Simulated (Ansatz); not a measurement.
Frontier orbitals of CH$_{5}$AlClN (`[CH3][Al]([NH2])[Cl]`).

The species carries charge 0 and has multiplicity 1. All single points use the PBE0-D4/def2-TZVP geometry. It is one conformer, not always the lowest. Basis def2-TZVPP, the Gaussian-basis code of Ansatz.

| functional | HOMO (eV) | LUMO (eV) | gap (eV) |
| --- | --- | --- | --- |
| LDA (SPW92) | -6.39 | -0.98 | 5.41 |
| PBE | -6.20 | -0.80 | 5.40 |
| PBE0 | -7.61 | -0.01 | 7.60 |
| BHLYP | -8.92 | 0.63 | 9.55 |
| CAM-B3LYP | -9.07 | 0.79 | 9.86 |
| ωB97M-V | -10.00 | 1.43 | 11.43 |

Against PBE, PBE0 changes HOMO and LUMO by −1.40 and +0.79 eV, ωB97M-V by −3.80 and +2.23 eV. A gap of 5.40 eV thus becomes 11.43 eV for the same molecule, so an orbital gap means little without its functional. A positive LUMO is unbound and depends on the basis.
